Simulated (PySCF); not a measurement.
# SrI₂: calculation against measurement

Isolated SrI₂, optimised in PySCF with density fitting and no spin–orbit coupling; def2 sets carry scalar-relativistic core potentials from Rb on. It is a singlet of D∞h symmetry: PBE0/def2-TZVP Sr–I 2.990 Å (×2). Other levels end elsewhere and are not compared: B3LYP/def2-TZVP (singlet, C2v).

Counting electrons, strontium keeps none of its valence electrons outside its bonds, so the VSEPR class is AX2 and the expected shape is linear (D∞h), as computed.

**Question.** The tabulated gas-phase entropy at 298.15 K and 1 bar is 339.55 J/(mol K) (Chase, 1998, NIST Chemistry WebBook). What do rigid-rotor harmonic-oscillator sums give?

**Answer.** PBE0/def2-TZVP 353.5 J/(mol K). Tables of this kind often rest on estimated structures and frequencies for high-temperature species, so a gap need not be the fault of the calculation.

**Question.** ΔfH°(298 K) is -274.89 kJ/mol (Chase, 1998, NIST Chemistry WebBook), and for the gaseous atoms Sr 164.0, I 106.8 kJ/mol (tabulated in the package mendeleev). Compare the atomisation enthalpy with the calculations.

**Answer.** From the tables it is 164.0 + 2 × 106.8 − (-274.9) = 652 kJ/mol. To a computed De one adds −ZPE (-2.1), the atoms' spin–orbit lowering from NIST levels (-60.6) and the thermal terms (1.8), all taken at PBE0/def2-TZVP.
| level | De (kJ/mol) | ΔatH°(298 K) | computed − tabulated |
| --- | --- | --- | --- |
| PBE0/def2-TZVP | 679 | 618 | -35 |

The softest mode, 13 cm⁻¹, is close to the numerical noise.
